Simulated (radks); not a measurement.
The nitrogen anion N-, [He] 2s2 2p4, held by a Watson sphere: a shell of charge +1 at radius R that stands for the Madelung well of a crystal (potential energy -1/R inside, -1/r outside, in hartree with lengths in bohr). Method: scalar-relativistic Kohn-Sham, PBE, spin-polarised, spherical densities, finite nucleus; open shells are filled with parallel spins first; Fermi nuclear charge, rms radius of each element as measured or else 0.836 A^(1/3) + 0.57 fm; computed with a radial shooting solver on a logarithmic mesh with Libxc functionals. Response by self-consistent Sternheimer equations with the Hartree and adiabatic LDA kernel, the relativistic mass of each level held fixed and spin-orbit coupling left out. The sphere does not respond.

| R (bohr) | e(2s down) (eV) | e(2p up) (eV) | e(2p down) (eV) | <r> 2p (bohr) | sum of <r^2> (bohr^2) | X-ray form factor at sin(theta)/lambda = 0.1 1/angstrom | alpha (bohr^3) |
|---|---|---|---|---|---|---|---|
| 1.71 | -17.304 | -8.353 | -5.966 | 1.633 | 17.04 | 6.910 | 11.67 |
| 1.72 | -17.278 | -8.332 | -5.948 | 1.635 | 17.08 | 6.908 | 11.74 |
| 2.39 | -15.702 | -6.987 | -4.744 | 1.780 | 19.38 | 6.797 | 17.39 |
| 3.39 | -13.982 | -5.409 | -3.253 | 1.985 | 22.16 | 6.690 | 30.57 |
| 3.69 | -13.593 | -5.043 | -2.895 | 2.047 | 22.90 | 6.667 | 36.24 |

Estimate the row for R = 2.96 bohr.

Answer. e(2s down) (eV) -14.634; e(2p up) (eV) -6.018; e(2p down) (eV) -3.837; <r> 2p (bohr) 1.897; sum of <r^2> (bohr^2) 21.04; X-ray form factor at sin(theta)/lambda = 0.1 1/angstrom 6.729; alpha (bohr^3) 24.03.
